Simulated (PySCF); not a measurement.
CH3NO2Si, SMILES N#CO[SiH2]O.

Geometry optimised at r2SCAN-D4/def2-SVP. The structure was generated by enumeration, and PubChem lists no compound with its InChIKey, so it may never have been made. The values are those of a single conformer.

Level of theory: PySCF 2.14.0 with r2SCAN-D4/def2-SVP.

Frequencies are harmonic and unscaled.

```
mode  ν (cm⁻¹)  IR (km/mol)  Raman (Å⁴/amu)  depolarisation  moving atoms (share of kinetic energy)
----  --------  -----------  --------------  --------------  --------------------------------------
1           43          4.7             1.5            0.74                  O 53 %, N 29 %, H 11 %
2          116         10.8             1.3            0.62         N 31 %, O 30 %, H 19 %, Si 15 %
3          278         55.2             2.7            0.75                 H 71 %, O 14 %, Si 10 %
4          314         85.5             0.6            0.75          O 55 %, H 22 %, Si 12 %, C 8 %
5          511          3.9             2.6            0.72                   C 71 %, N 15 %, O 8 %
6          528         17.8             2.9            0.69          C 66 %, N 13 %, O 10 %, Si 9 %
7          627         78.2             4.3            0.70                         H 78 %, Si 14 %
8          689        107.8            10.5            0.22                 O 45 %, Si 24 %, H 18 %
9          753         41.1             9.8            0.60                          H 82 %, O 12 %
10         816        171.5             6.8            0.57                  H 67 %, O 24 %, Si 9 %
11         906        136.0            13.4            0.71                          H 79 %, O 16 %
12         927        130.1             9.4            0.68                 H 71 %, O 17 %, Si 12 %
13         982        164.6             4.8            0.40                 H 52 %, Si 30 %, O 18 %
14        1198        192.6             4.4            0.12                          O 63 %, N 30 %
15        2265         97.9           116.1            0.15                                  H 97 %
16        2345        115.4           101.5            0.26                                  H 95 %
17        2376        220.8            59.7            0.19                          C 65 %, N 31 %
18        3879        134.1            64.5            0.26                                  H 94 %
```
